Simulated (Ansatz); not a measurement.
Question: Name a neutral molecule of B, C, F, O, Se and H with size of the dipole moment (B3LYP/def2-TZVPP) between 2.55 and 2.85 D and size of the dipole moment (PBE/def2-TZVPP) between 2.55 and 2.85 D (Ansatz, PBE0-D4/def2-TZVP geometry).

Answer: `BCOC(F)=[Se]` (2.82 D, 2.66 D). Other molecules can fit too; these were computed, each in one conformer that needn't be the lowest.

B3LYP here is the variant with VWN-RPA as its local correlation; programs differ in this.
